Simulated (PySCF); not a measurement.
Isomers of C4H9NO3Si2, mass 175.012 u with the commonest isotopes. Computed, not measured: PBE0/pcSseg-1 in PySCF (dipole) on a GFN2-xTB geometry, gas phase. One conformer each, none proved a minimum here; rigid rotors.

Question: Order these by out-of-plane moment Σ m c² = (Ia + Ib − Ic)/2, largest first.
A. `[OH:1][SiH:2]([OH:3])[O:4][SiH2:5][n:6]1[cH:7][cH:8][cH:9][cH:10]1` with H–O1–Si2–O3 29°, O1–Si2–O3–H 168°, O1–Si2–O4–Si5 -25°, Si2–O4–Si5–N6 172°, O4–Si5–N6–C7 -7°
B. `[CH2:1]=[C:2]1[CH2:3][O:4][Si@@:5]1([O:6][SiH3:7])[C:8]([NH2:9])=[O:10]` with O4–Si5–O6–Si7 139°, O4–Si5–C8–N9 38°, Si5–C8–N9–H -7° and -175°
C. `[CH2:1]=[CH:2][Si@:3]([OH:4])([CH:5]=[O:6])[SiH2:7][C:8]([NH2:9])=[O:10]` with C1–C2–Si3–O4 -3°, C2–Si3–O4–H 59°, C2–Si3–C5–O6 -83°, C2–Si3–Si7–C8 53°, Si3–Si7–C8–N9 40°

Answer: C (168.14 u·Å²), B (103.99 u·Å²), A (49.06 u·Å²).

Question: Order these by rotational constant C, largest first.
A. `[OH:1][SiH:2]([OH:3])[O:4][SiH2:5][n:6]1[cH:7][cH:8][cH:9][cH:10]1` with H–O1–Si2–O3 29°, O1–Si2–O3–H 168°, O1–Si2–O4–Si5 -25°, Si2–O4–Si5–N6 172°, O4–Si5–N6–C7 -7°
B. `[CH2:1]=[CH:2][Si@:3]([OH:4])([CH:5]=[O:6])[SiH2:7][C:8]([NH2:9])=[O:10]` with C1–C2–Si3–O4 -3°, C2–Si3–O4–H 59°, C2–Si3–C5–O6 -83°, C2–Si3–Si7–C8 53°, Si3–Si7–C8–N9 40°
C. `[CH2:1]=[C:2]1[CH2:3][O:4][Si@@:5]1([O:6][SiH3:7])[C:8]([NH2:9])=[O:10]` with O4–Si5–O6–Si7 139°, O4–Si5–C8–N9 38°, Si5–C8–N9–H -7° and -175°

Answer: C (623.0 MHz), B (589.4 MHz), A (413.3 MHz).

Question: Order these by rotational constant A, largest first.
A. `[OH:1][SiH:2]([OH:3])[O:4][SiH2:5][n:6]1[cH:7][cH:8][cH:9][cH:10]1` with H–O1–Si2–O3 29°, O1–Si2–O3–H 168°, O1–Si2–O4–Si5 -25°, Si2–O4–Si5–N6 172°, O4–Si5–N6–C7 -7°
B. `[CH2:1]=[CH:2][Si@:3]([OH:4])([CH:5]=[O:6])[SiH2:7][C:8]([NH2:9])=[O:10]` with C1–C2–Si3–O4 -3°, C2–Si3–O4–H 59°, C2–Si3–C5–O6 -83°, C2–Si3–Si7–C8 53°, Si3–Si7–C8–N9 40°
C. `[CH2:1]=[C:2]1[CH2:3][O:4][Si@@:5]1([O:6][SiH3:7])[C:8]([NH2:9])=[O:10]` with O4–Si5–O6–Si7 139°, O4–Si5–C8–N9 38°, Si5–C8–N9–H -7° and -175°

Answer: A (2882 MHz), C (1313 MHz), B (1255 MHz).

```csv
SMILES,point group,Ia (u·Å²),Ib (u·Å²),Ic (u·Å²),κ,μa (D),μb (D),μc (D)
C=C[Si@](O)(C=O)[SiH2]C(N)=O,C1,402.67,791.00,857.40,-0.85,4.52,0.31,0.11
O[SiH](O)O[SiH2]n1cccc1,C1,175.38,1145.48,1222.74,-0.98,2.30,0.13,1.11
C=C1CO[Si@@]1(O[SiH3])C(N)=O,C1,384.80,634.32,811.14,-0.50,2.90,2.17,1.08
```
